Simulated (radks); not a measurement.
Question: These are the eigenvalues of the occupied orbitals of an atom or ion with whole-number occupations (hartree). All-electron calculation, scalar-relativistic Kohn-Sham, B86b exchange with PBE correlation, spin-polarised, spherical densities, finite nucleus; Fermi nuclear charge, rms radius of each element as measured or else 0.836 A^(1/3) + 0.57 fm. Program: a radial shooting solver on a logarithmic mesh with Libxc functionals.

orbital  eigenvalue
1s up     -2039.837
1s down   -2039.837
2s up     -341.6335
2s down   -341.6326
2p up     -302.7446
2p down   -302.7439
3s up     -76.72106
3s down   -76.67649
3p up     -64.83323
3p down   -64.78877
3d up     -49.73777
3d down   -49.70388
4s up     -15.60968
4s down   -15.51263
4p up     -11.69732
4p down   -11.60156
4d up      -6.41033
4d down    -6.31603
5s up      -2.39791
5s down    -2.35098
5p up      -1.48912
5p down    -1.45550
4f up      -0.67205
4f down    -0.59010

Which element is it, and in what charge state? The configuration may be excited. Open shells, if any, are filled with parallel spins first.

Answer: Z = 67, holmium, charge +2: Ho2+ in [Xe] 4f11. The list shows which subshells hold electrons but not how many an open one holds; the 1s level, -2039.8 hartree, gives Z - s = 63.9 by -(Z - s)^2/2, which with screening and relativity narrows Z to a few neighbours, and the depths of the outer levels then fix element, charge and occupations together.
